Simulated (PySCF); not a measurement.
# S⁺: excitation energy

S⁺ [Ne] 3s2 3p3 (4S) → S⁺ [Ne] 3s1 3p4 (4P), as a difference of total energies. All numbers are calculated (PySCF 2.14, the spin-free X2C one-electron Hamiltonian (Gaussian nucleus), in x2c-TZVPPall with one added diffuse shell each of s, p, d type (6s6p4d1f, 51 functions)). Correlated levels: valence and next inner shell: 1s2 frozen. The calculations carry no spin-orbit coupling.

| method | excitation energy (cm⁻¹) | error (cm⁻¹) |
| --- | --- | --- |
| UHF | 84897 | +5287 |
| MP2 (valence and next inner shell) | 85511 | +5900 |
| SCS-MP2 (valence and next inner shell) | 85368 | +5757 |
| CCSD (valence and next inner shell) | 81658 | +2048 |
| CCSD(T) (valence and next inner shell) | 80343 | +733 |

Reference: 79610 cm⁻¹ (measured; NIST levels, between the centres of gravity of the two terms).

Errors of the correlated levels include the incompleteness of this basis and the frozen core.

The coupled-cluster amplitudes are large for the upper state (T1 above 0.03 or a double amplitude above 0.15), so a single reference is strained.
